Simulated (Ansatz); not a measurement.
`N[CH2][ZnH]` + H₂O → `O[CH2][ZnH]` + NH₃ at 500 K and 1 bar (formal hydrolysis of a C–N bond).

Isolated molecules relaxed with PBE0-D4/def2-TZVP in Ansatz; ΔE leaves out vibrations. CCSD(T)/CBS is the MP2 limit (def2-TZVPP, def2-QZVPP) plus CCSD(T) − MP2 in def2-TZVPP, frozen cores. This one scheme is used for every species. For Zn outer-core shells are correlated without core-valence functions, which leaves a few kJ/mol of doubt a bond. Scalar relativity is left out up to krypton. One conformer a species, not always the lowest.

```csv
species,CCSD(T)/CBS energy (Eh),H − E (kJ/mol),S (J/(mol·K))
`N[CH2][ZnH]`,-1874.10358,190.3,341.3
H₂O,-76.37941,73.2,206.3
`O[CH2][ZnH]`,-1893.96502,155.5,338.3
NH₃,-56.50880,108.2,211.8
```

H − E and S are ideal-gas, rigid-rotor, harmonic terms from PBE0-D4/def2-TZVP, for one conformer and one mirror image of each species. 1 Eh = 2625.50 kJ/mol, R = 8.31446 J/(mol·K).

Q: By hand: ΔE, ΔH, ΔS and ΔG.

A: ΔE = (-1893.96502) + (-56.50880) − (-1874.10358) − (-76.37941) = 0.00917 Eh = 24.1 kJ/mol. Δ(H − E) = 155.5 + 108.2 − 190.3 − 73.2 = 0.2, so ΔH = 24.3 kJ/mol. ΔS = 338.3 + 211.8 − 341.3 − 206.3 = 2.5 J/(mol·K). ΔG = 24.3 − 500 × (2.5)/1000 = 23.1 kJ/mol.

Q: By hand: the equilibrium constant, and the temperature at which ΔG would vanish if ΔH and ΔS stayed fixed.

A: log₁₀ K = −ΔG/(RT ln 10) = -2.4. ΔG = 0 at ΔH/ΔS = 9720 K, far beyond where these terms or the molecules hold.

The number of gas molecules stays the same, so ΔS is small and ΔH decides. A doubt of 5 kJ/mol in ΔE shifts log₁₀ K by 0.5 here. Other conformers and mirror images would add mixing entropy, several J/(mol·K) or more a flexible species. These are equilibria of isolated gas molecules and say nothing of rates. Largest T1 diagnostic: 0.014 (customary marks: 0.02 for closed shells, 0.045 for open ones).
